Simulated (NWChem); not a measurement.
System: C6H9O, doublet; SMILES O=C1CC[CH]CC1

Parts of the log:

```
             Northwest Computational Chemistry Package (NWChem) 7.3.0
             --------------------------------------------------------

                             Geometry "geometry" -> ""
                             -------------------------

 Output coordinates in angstroms (scale by  1.889725989 to convert to a.u.)

  No.       Tag          Charge          X              Y              Z
 ---- ---------------- ---------- -------------- -------------- --------------
    1 O                    8.0000     0.00000000     0.00000000     2.33970300
    2 C                    6.0000     0.00000000     0.00000000     1.13285600
    3 C                    6.0000     0.31155300     1.24677600     0.32708300
    4 C                    6.0000    -0.31674100     1.24993900    -1.06692900
    5 C                    6.0000     0.00000000     0.00000000    -1.81577600
    6 C                    6.0000     0.31674100    -1.24993900    -1.06692900
    7 C                    6.0000    -0.31155300    -1.24677600     0.32708300
    8 H                    1.0000     0.02997100     2.12231100     0.93010900
    9 H                    1.0000     1.41317300     1.27536100     0.23146600
   10 H                    1.0000     0.01501900     2.13784700    -1.63078900
   11 H                    1.0000    -1.41642100     1.37605300    -0.96458500
   12 H                    1.0000     0.00000000     0.00000000    -2.90880300
   13 H                    1.0000    -0.01501900    -2.13784700    -1.63078900
   14 H                    1.0000     1.41642100    -1.37605300    -0.96458500
   15 H                    1.0000    -0.02997100    -2.12231100     0.93010900
   16 H                    1.0000    -1.41317300    -1.27536100     0.23146600

 Effective nuclear repulsion energy (a.u.)     298.4022642738

                                 NWChem DFT Module
                                 -----------------

 Summary of "ao basis" -> "ao basis" (spherical)
 ------------------------------------------------------------------------------
       Tag                 Description            Shells   Functions and Types
 ---------------- ------------------------------  ------  ---------------------
 O                           6-31g*                  6       14   3s2p1d
 C                           6-31g*                  6       14   3s2p1d
 H                           6-31g*                  2        2   2s

 in cosmo_initialize ...

 solvent parameters
 solvname_short: unkn
 solvname_long:  unknown
 dielec:        2.0000

          ---------------
          -cosmo- solvent
          ---------------
 Cosmo: York-Karplus, doi: 10.1021/jp992097l
 dielectric constant -eps-     =   2.00
 screen = (eps-1)/(eps    )    =   0.50000
 surface charge correction     = lagrangian

   van der Waals surface
 --------------------------

 ---------- ATOMIC COORDINATES (A.U.) ------------ VDWR(ANG.) --
     1    0.00000000    0.00000000    4.42139756     1.720
     2    0.00000000    0.00000000    2.14078742     2.000
     3    0.58874980    2.35606501    0.61809725     2.000
     4   -0.59855370    2.36204221   -2.01620346     2.000
     5    0.00000000    0.00000000   -3.43131910     2.000
     6    0.59855370   -2.36204221   -2.01620346     2.000
     7   -0.58874980   -2.35606501    0.61809725     2.000
     8    0.05663698    4.01058625    1.75765115     1.300
     9    2.67050974    2.41008283    0.43740732     1.300
    10    0.02838179    4.03994504   -3.08174436     1.300
    11   -2.67664757    2.60036312   -1.82280134     1.300
    12    0.00000000    0.00000000   -5.49684062     1.300
    13   -0.02838179   -4.03994504   -3.08174436     1.300
    14    2.67664757   -2.60036312   -1.82280134     1.300
    15   -0.05663698   -4.01058625    1.75765115     1.300
    16   -2.67050974   -2.41008283    0.43740732     1.300
 number of segments per atom =         32
 number of   points per atom =         32
 atom (   nspa,  nppa )
 ----------------------
    1 (     20,     0 )       0
    2 (     10,     0 )       0
    3 (      8,     0 )       0
    4 (      9,     0 )       0
    5 (     10,     0 )       0
    6 (      9,     0 )       0
    7 (      8,     0 )       0
    8 (     15,     0 )       0
    9 (     16,     0 )       0
   10 (     15,     0 )       0
   11 (     16,     0 )       0
   12 (     16,     0 )       0
   13 (     15,     0 )       0
   14 (     16,     0 )       0
   15 (     15,     0 )       0
   16 (     16,     0 )       0
 number of -cosmo- surface points =      214
 molecular surface =    141.443 angstrom**2
 molecular volume  =    128.653 angstrom**3
 G(cav/disp)       =      1.567 kcal/mol
 -lineq- algorithm             =   0
 -bem- low  level              =   2
 -bem- from -octahedral-
 gaussian surface charge width =   4.50000
 degree of switching           =   1.00000
 switching function tolerance  =   0.00010
 atomic radii =
 --------------
    1  8.000  1.720
    2  6.000  2.000
    3  6.000  2.000
    4  6.000  2.000
    5  6.000  2.000
    6  6.000  2.000
    7  6.000  2.000
    8  1.000  1.300
    9  1.000  1.300
   10  1.000  1.300
   11  1.000  1.300
   12  1.000  1.300
   13  1.000  1.300
   14  1.000  1.300
   15  1.000  1.300
   16  1.000  1.300
 ...... end of -cosmo- initialization ......

            General Information
            -------------------
          SCF calculation type: DFT
          Wavefunction type:  spin polarized.
          No. of atoms     :    16
          No. of electrons :    53
           Alpha electrons :    27
            Beta electrons :    26
          Charge           :     0
          Spin multiplicity:     2
          Use of symmetry is: off; symmetry adaption is: off
          Maximum number of iterations: 150
          AO basis - number of functions:   116
                     number of shells:    60
          Convergence on energy requested:  1.00D-06
          Convergence on density requested:  1.00D-05
          Convergence on gradient requested:  5.00D-04

              XC Information
              --------------
                       M06-2X Method XC Functional
                     Hartree-Fock (Exact) Exchange  0.540
                        M06-2X Exchange Functional  1.000
                      M06-2X Correlation Potential  1.000

[...]

                                   COSMO solvation results
                                   -----------------------

                 gas phase energy =      -309.071771034831
                 sol phase energy =      -309.075854650191
 (electrostatic) solvation energy =         0.004083615360 (    2.56 kcal/mol)

                    DFT Final Alpha Molecular Orbital Analysis
                    ------------------------------------------

 Vector   25  Occ=1.000000D+00  E=-3.907892D-01
              MO Center=  1.0D-09,  6.1D-10,  5.4D-01, r^2= 4.3D+00
   Bfn.  Coefficient  Atom+Function         Bfn.  Coefficient  Atom+Function
  ----- ------------  ---------------      ----- ------------  ---------------
     3      0.317350   1 O  px                7      0.223668   1 O  px
    60      0.205561   5 C  py               31     -0.168004   3 C  px
    87     -0.168004   7 C  px                4     -0.151721   1 O  py
    46     -0.137258   4 C  py               74     -0.137258   6 C  py
    17      0.129665   2 C  px              101     -0.118888   9 H  s

 Vector   26  Occ=1.000000D+00  E=-3.090554D-01
              MO Center=  2.7D-10,  4.5D-11,  1.4D+00, r^2= 2.7D+00
   Bfn.  Coefficient  Atom+Function         Bfn.  Coefficient  Atom+Function
  ----- ------------  ---------------      ----- ------------  ---------------
     4      0.496748   1 O  py                8      0.380579   1 O  py
    34     -0.219095   3 C  s                90      0.219095   7 C  s
    18     -0.204270   2 C  py               32      0.198448   3 C  py
    88      0.198448   7 C  py               33     -0.150649   3 C  pz
    89      0.150649   7 C  pz               36      0.141985   3 C  py

 Vector   27  Occ=1.000000D+00  E=-2.358037D-01
              MO Center=  1.3D-09, -1.3D-09, -1.6D+00, r^2= 2.2D+00
   Bfn.  Coefficient  Atom+Function         Bfn.  Coefficient  Atom+Function
  ----- ------------  ---------------      ----- ------------  ---------------
    59      0.536292   5 C  px               63      0.507444   5 C  px
   106      0.202297  11 H  s               112     -0.202297  14 H  s
    64      0.147171   5 C  py               60      0.143957   5 C  py
   105      0.134423  11 H  s               111     -0.134423  14 H  s
   104     -0.116582  10 H  s               110      0.116582  13 H  s

 Vector   28  Occ=0.000000D+00  E= 3.602739D-02
              MO Center=  7.4D-11,  1.4D-09,  1.2D+00, r^2= 2.5D+00
   Bfn.  Coefficient  Atom+Function         Bfn.  Coefficient  Atom+Function
  ----- ------------  ---------------      ----- ------------  ---------------
    21      0.489837   2 C  px               17      0.472038   2 C  px
     7     -0.421689   1 O  px                3     -0.368633   1 O  px
   102     -0.343711   9 H  s               116      0.343711  16 H  s
   100      0.248077   8 H  s               114     -0.248077  15 H  s
    22     -0.183013   2 C  py              104     -0.174754  10 H  s

 Vector   29  Occ=0.000000D+00  E= 1.251162D-01
              MO Center=  1.4D-08,  2.3D-08, -4.9D-01, r^2= 7.2D+00
   Bfn.  Coefficient  Atom+Function         Bfn.  Coefficient  Atom+Function
  ----- ------------  ---------------      ----- ------------  ---------------
    48      1.015397   4 C  s                76      1.015397   6 C  s
    34      0.961165   3 C  s                90      0.961165   7 C  s
   102     -0.689727   9 H  s               116     -0.689727  16 H  s
   104     -0.665101  10 H  s               110     -0.665101  13 H  s
   106     -0.621099  11 H  s               112     -0.621099  14 H  s

 Vector   30  Occ=0.000000D+00  E= 1.667741D-01
              MO Center= -1.7D-07, -5.2D-09, -1.7D+00, r^2= 5.7D+00
   Bfn.  Coefficient  Atom+Function         Bfn.  Coefficient  Atom+Function
  ----- ------------  ---------------      ----- ------------  ---------------
   108      1.405827  12 H  s                62     -1.270192   5 C  s
    20     -0.701377   2 C  s                65      0.622498   5 C  pz
   102     -0.581623   9 H  s               116     -0.581623  16 H  s
    34      0.568208   3 C  s                90      0.568209   7 C  s
   104      0.526357  10 H  s               110      0.526357  13 H  s

                     DFT Final Beta Molecular Orbital Analysis
                     -----------------------------------------

 Vector   24  Occ=1.000000D+00  E=-3.928273D-01
              MO Center= -2.3D-12, -1.8D-08, -8.7D-01, r^2= 4.1D+00
   Bfn.  Coefficient  Atom+Function         Bfn.  Coefficient  Atom+Function
  ----- ------------  ---------------      ----- ------------  ---------------
    61      0.270506   5 C  pz               47     -0.236758   4 C  pz
    75     -0.236758   6 C  pz               33      0.217124   3 C  pz
    89      0.217124   7 C  pz              108     -0.192075  12 H  s
   107     -0.189832  12 H  s                 5      0.132941   1 O  pz
    65      0.117593   5 C  pz               19     -0.115758   2 C  pz

 Vector   25  Occ=1.000000D+00  E=-3.860874D-01
              MO Center=  2.2D-10, -1.8D-09,  3.4D-01, r^2= 4.5D+00
   Bfn.  Coefficient  Atom+Function         Bfn.  Coefficient  Atom+Function
  ----- ------------  ---------------      ----- ------------  ---------------
     3      0.291664   1 O  px               60      0.209245   5 C  py
     7      0.206650   1 O  px               31     -0.165244   3 C  px
    87     -0.165244   7 C  px               46     -0.151780   4 C  py
    74     -0.151780   6 C  py                4     -0.141851   1 O  py
    45      0.131160   4 C  px               73      0.131160   6 C  px

 Vector   26  Occ=1.000000D+00  E=-3.083343D-01
              MO Center=  1.5D-10,  2.0D-10,  1.4D+00, r^2= 2.8D+00
   Bfn.  Coefficient  Atom+Function         Bfn.  Coefficient  Atom+Function
  ----- ------------  ---------------      ----- ------------  ---------------
     4      0.493812   1 O  py                8      0.379228   1 O  py
    34     -0.221332   3 C  s                90      0.221332   7 C  s
    18     -0.207520   2 C  py               32      0.200220   3 C  py
    88      0.200220   7 C  py               33     -0.144949   3 C  pz
    89      0.144949   7 C  pz               36      0.141032   3 C  py

 Vector   27  Occ=0.000000D+00  E= 1.520940D-02
              MO Center=  4.4D-10, -2.6D-09, -1.6D+00, r^2= 2.4D+00
   Bfn.  Coefficient  Atom+Function         Bfn.  Coefficient  Atom+Function
  ----- ------------  ---------------      ----- ------------  ---------------
    63      0.581166   5 C  px               59      0.436344   5 C  px
   106      0.287966  11 H  s               112     -0.287966  14 H  s
    64      0.193506   5 C  py              104     -0.175308  10 H  s
   110      0.175308  13 H  s                34     -0.160202   3 C  s
    90      0.160202   7 C  s               100      0.157794   8 H  s

 Vector   28  Occ=0.000000D+00  E= 3.612869D-02
              MO Center= -1.6D-10,  2.2D-09,  1.2D+00, r^2= 2.6D+00
   Bfn.  Coefficient  Atom+Function         Bfn.  Coefficient  Atom+Function
  ----- ------------  ---------------      ----- ------------  ---------------
    21      0.489608   2 C  px               17      0.469411   2 C  px
     7     -0.420165   1 O  px                3     -0.366839   1 O  px
   102     -0.355304   9 H  s               116      0.355304  16 H  s
   100      0.231265   8 H  s               114     -0.231265  15 H  s
    22     -0.175233   2 C  py              104     -0.159567  10 H  s

 Vector   29  Occ=0.000000D+00  E= 1.247529D-01
              MO Center=  1.9D-08,  2.5D-08, -4.5D-01, r^2= 7.2D+00
   Bfn.  Coefficient  Atom+Function         Bfn.  Coefficient  Atom+Function
  ----- ------------  ---------------      ----- ------------  ---------------
    48      1.017205   4 C  s                76      1.017205   6 C  s
    34      0.962540   3 C  s                90      0.962540   7 C  s
   102     -0.705202   9 H  s               116     -0.705202  16 H  s
   104     -0.658540  10 H  s               110     -0.658540  13 H  s
   106     -0.648784  11 H  s               112     -0.648784  14 H  s

   alpha - beta orbital overlaps
   -----------------------------

   alpha      1      2      3      4      5      6      7      8      9     10
    beta      1      2      4      3      7      5      6      8      9     10
 overlap   1.000  1.000  0.972  1.000  0.972  1.000  1.000  1.000  0.995  1.000

   alpha     11     12     13     14     15     16     17     18     19     20
    beta     11     12     13     14     15     16     17     18     19     20
 overlap   0.991  1.000  0.985  0.988  0.992  0.996  0.998  0.997  0.997  0.967

   alpha     21     22     23     24     25     26     27     28     29     30
    beta     21     22     23     24     25     26     27     28     29     31
 overlap   0.984  0.997  0.990  0.998  0.994  0.998  0.968  0.996  0.999  0.992

   alpha     31     32     33     34     35     36     37     38     39     40
    beta     30     32     33     34     35     36     37     38     39     40
 overlap   0.999  0.995  0.999  0.991  0.990  0.974  0.996  0.980  0.994  0.995

   alpha     41     42     43     44     45     46     47     48     49     50
    beta     41     42     43     44     45     46     47     48     49     50
 overlap   0.995  0.990  0.994  0.996  1.000  0.939  0.999  0.981  0.864  0.984

[...]
```

Level: M06-2X/6-31G* (spherical d), spin-unrestricted, COSMO on the gas-phase geometry. In the optimisation the excess spin sits in b (C2, its own frame). Structure relaxed at the PBE0/def2-SVP, spin-unrestricted level. Not confirmed as a minimum by frequencies. No stability test was run on the SCF state. COSMO prints the solvation energy as gas minus solution, so a positive value is a stabilisation.

Question: Write an input that gives this output.

Answer: Several could match; the one computed here: the input that was run:
```
start job
memory heap 200 mb stack 900 mb global 1100 mb
geometry units angstroms noautosym nocenter noautoz
  O      0.000000     0.000000     2.339703
  C      0.000000     0.000000     1.132856
  C      0.311553     1.246776     0.327083
  C     -0.316741     1.249939    -1.066929
  C      0.000000     0.000000    -1.815776
  C      0.316741    -1.249939    -1.066929
  C     -0.311553    -1.246776     0.327083
  H      0.029971     2.122311     0.930109
  H      1.413173     1.275361     0.231466
  H      0.015019     2.137847    -1.630789
  H     -1.416421     1.376053    -0.964585
  H      0.000000     0.000000    -2.908803
  H     -0.015019    -2.137847    -1.630789
  H      1.416421    -1.376053    -0.964585
  H     -0.029971    -2.122311     0.930109
  H     -1.413173    -1.275361     0.231466
end
basis spherical
  * library 6-31g*
end
dft
  odft
  mult 2
  xc m06-2x
  iterations 150
end
cosmo
  dielec 2.0
end
task dft energy
```
